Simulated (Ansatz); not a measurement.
Consider the formal exchange of groups at a B–Se bond: `B[Se][SiH2]Cl` + `CBN` → `BCBN` + `Cl[SiH2][SeH]`.

Isolated molecules relaxed with PBE0-D4/def2-TZVP in Ansatz; ΔE leaves out vibrations. CCSD(T)/CBS is the MP2 limit (def2-TZVPP, def2-QZVPP) plus CCSD(T) − MP2 in def2-TZVPP, frozen cores. Functionals use def2-TZVPP. For Se outer-core shells are correlated without core-valence functions, which leaves a few kJ/mol of doubt a bond. Scalar relativity is left out up to krypton. Each species was taken in one conformer, which may not be the lowest.

```json
{"level": "r2SCAN-D4", "ΔE (eV)": "0.78"}
{"level": "ωB97X-V", "ΔE (eV)": "0.74"}
{"level": "ωB97M-V", "ΔE (eV)": "0.73"}
{"level": "HF/def2-TZVPP", "ΔE (eV)": "0.72"}
{"level": "SCS-MP2/def2-TZVPP", "ΔE (eV)": "0.80"}
{"level": "CCSD/def2-TZVPP", "ΔE (eV)": "0.78"}
{"level": "CCSD(T)/def2-TZVPP", "ΔE (eV)": "0.80"}
{"level": "HF/CBS(def2)", "ΔE (eV)": "0.71"}
```

(1) What does CCSD(T)/CBS give? (An estimate is asked.)

Largest T1 diagnostic among the species: 0.012.

Results:

(1) Computed: +0.80 eV. The listed levels differ from it by -0.02, -0.06, -0.07, -0.08, 0.00, -0.02, 0.00, -0.09 eV.

In def2-TZVPP, CCSD(T) changes the Hartree–Fock value by +0.08 eV (the triples alone add +0.02 eV) and MP2 by +0.11 eV.
